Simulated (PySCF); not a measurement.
## How the method changes the constants of BrCl

State: ¹Σ⁺ (singlet), closed shell. Set-up: PySCF, spin-free X2C with a Gaussian nucleus, basis sets Br x2c-TZVPPall, Cl x2c-TZVPPall. De refers to Br + Cl in their high-spin ground configurations, without counterpoise correction. A positive dipole means Br(−)Cl(+).

```csv
Level,Re (Å),ωe (cm⁻¹),De (eV),μ (D)
RHF,2.127,485,0.72,-0.57
RHF-MP2,2.131,464,2.35,n/a
RHF-SCS-MP2,2.144,452,2.21,n/a
RHF-CCSD,2.145,450,2.01,n/a
RHF-CCSD(T),2.154,437,2.18,n/a
PBE,2.161,429,2.66,-0.51
PBEsol,2.142,444,2.98,-0.48
r²SCAN,2.147,442,2.44,-0.50
M06-L,2.138,444,2.46,-0.70
B3LYP,2.166,430,2.26,-0.53
PBE0,2.133,459,2.41,-0.51
B97-3,2.146,452,2.36,-0.54
ωB97X,2.126,474,2.28,-0.58
```

(1) Which functional lies closest to RHF-CCSD(T) in De, which farthest, and by how much do they differ from it?

(2) What does a quarter of exact exchange do here, going from PBE to PBE0?

(3) What does the triples do here, going from RHF-CCSD to RHF-CCSD(T)?

Measured (Huber and Herzberg, Constants of Diatomic Molecules (1979)): Re = 2.136065 Å, ωe = 444.276 cm⁻¹.

Correlated steps freeze 14 core orbitals. Where the molecule has an RHF reference, its open-shell atoms are computed with UHF.

Results:

(1) Closest is B3LYP (+1.2 pm in Re, -1.6 % in ωe, +0.08 eV in De against RHF-CCSD(T) in the same basis), farthest PBEsol (-1.2 pm in Re, +1.6 % in ωe, +0.80 eV in De). CCSD(T) converges more slowly with the basis than the functionals do and binds too weakly in this one, so the order can change at the basis-set limit.

(2) PBE0 less PBE: -2.8 pm in Re, +7.0 % in ωe, -0.25 eV in De. Exact exchange removes part of the self-interaction that spreads semilocal densities, and in most molecules shortens and stiffens the bond and lowers De; so it does here.

(3) RHF-CCSD(T) less RHF-CCSD: +0.9 pm in Re, -2.9 % in ωe, +0.17 eV in De. Correlation nearly always deepens the well. The bond lengthens, as in strong covalent bonds, where excitations into antibonding orbitals dominate.
